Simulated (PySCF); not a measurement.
## Spinor energies of Te³⁸⁺ (tellurium, charge +38)

Start: [Ne] 3s2 3p2; 3p1/2 filled at m_j = -1/2, +1/2. Calculated with PySCF 2.14 in an even-tempered Gaussian basis (19 s from 7.7 bohr⁻², ratio 2.4; 14 p from 10 bohr⁻², ratio 2.4; 4 d from 36 bohr⁻², ratio 2.6; 4 f from 53 bohr⁻², ratio 2.6): generalised Hartree-Fock with the X2C-1e Hamiltonian and a Gaussian nucleus; one run each with spin-orbit coupling (SO) switched off, then screened by Boettger's factors.

```
spinor shell  electrons  ε, spin-free (eV)  ε, screened SO (eV)  weight of nominal j (screened SO)  rms radius, screened SO (bohr)
       1s1/2          2           -34270.7             -34263.2                              1.000                          0.0318
       2s1/2          2            -7180.8              -7177.1                              1.000                           0.127
       2p1/2          2            -6678.5              -6878.3                              1.000                           0.110
       2p3/2          4            -6678.5              -6583.6                              1.000                           0.115
       3s1/2          2            -2802.0              -2800.4                              1.000                           0.308
       3p1/2          2            -2663.2              -2701.6                              1.000                           0.295
```

```csv
quantity,spin-free,screened SO
E (hartree),-5547.29829,-5552.07169
M_J,0,0
⟨J²⟩,2.001,0.000
⟨L²⟩,2.000,1.338
⟨S²⟩,2.000,1.338
```

Breit and QED terms are absent; they matter most for the inner s and p1/2 levels.

Densities and radii are taken from the X2C orbitals without a picture-change correction, which distorts them close to the nucleus.

Without spin-orbit coupling the j labels of p, d and f shells carry no meaning; the spin-free column gives the mean over the occupied spinors of each nl shell.
